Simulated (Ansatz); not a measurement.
H2SeZn (SMILES [ZnH][SeH]) moved off its minimum; all values from Ansatz (an electronic-structure program), cores frozen in correlated methods.
(charge 0, multiplicity 1)
```xyz
4

Zn    -0.73813    -0.49830    -0.73780
H     -1.59883    -1.16705    -1.84509
Se     0.66594     0.46531     0.76264
H      0.64490    -0.77668     1.58946
```

### Question
Give the forces (eV/Å), the total energy and the dipole at CCSD(T)/def2-TZVPPD.

### Answer

| atom | Fx | Fy | Fz |
|---|---|---|---|
| Zn1 | -0.405 | -0.394 | -0.662 |
| H2 | 0.164 | 0.192 | 0.330 |
| Se3 | 0.233 | -0.138 | 0.553 |
| H4 | 0.008 | 0.340 | -0.220 |
Energy -4179.5035 hartree, dipole 0.90 D.
